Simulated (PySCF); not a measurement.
## In (indium, neutral): PBE0 calculation

Configuration: [Kr] 4d10 5s2 6s1, 2S determinant (an excited configuration). Computed with PySCF 2.14 in x2c-TZVPPall with one added diffuse shell each of s, p, d, f type (9s7p5d3f, 76 functions), with the spin-free X2C one-electron Hamiltonian (Gaussian nucleus).

| Property | Result |
| --- | --- |
| Total energy | -5880.47 hartree |
| One-electron energy | -8087.44 hartree |
| Hartree (Coulomb) energy | 2367.81 hartree |
| Exchange-correlation energy | -160.84 hartree |
| ⟨S²⟩ | 0.7501 |
| ⟨L²⟩ | 0.000 |
| Sum of ⟨r⟩ | 37.84 bohr |
| Sum of ⟨r²⟩ | 91.23 bohr² |
| Langevin diamagnetic susceptibility | -72.3 ×10⁻⁶ cm³/mol |

| shell | electrons | mean orbital energy (eV) | rms radius, mean of both spins (bohr) |
| --- | --- | --- | --- |
| 1s α | 1 | -27801.9 | 0.0340 |
| 1s β | 1 | -27801.9 | 0.0340 |
| 2s α | 1 | -4189.3 | 0.139 |
| 2s β | 1 | -4189.3 | 0.139 |
| 2p α | 3 | -3761.1 | 0.124 |
| 2p β | 3 | -3761.1 | 0.124 |
| 3s α | 1 | -807.79 | 0.372 |
| 3s β | 1 | -807.78 | 0.372 |
| 3p α | 3 | -666.39 | 0.373 |
| 3p β | 3 | -666.39 | 0.373 |
| 3d α | 5 | -445.90 | 0.353 |
| 3d β | 5 | -445.90 | 0.353 |
| 4s α | 1 | -129.15 | 0.904 |
| 4s β | 1 | -129.14 | 0.904 |
| 4p α | 3 | -86.369 | 0.987 |
| 4p β | 3 | -86.359 | 0.987 |
| 4d α | 5 | -24.206 | 1.29 |
| 4d β | 5 | -24.186 | 1.29 |
| 5s α | 1 | -11.507 | 2.69 |
| 5s β | 1 | -11.419 | 2.69 |
| 6s α | 1 | -1.840 | 7.09 |

The outer electron is Rydberg-like, and this basis confines it to a smaller radius and binds it less than a complete one would.

Densities and radii are taken from the X2C orbitals without a picture-change correction, which distorts them close to the nucleus.
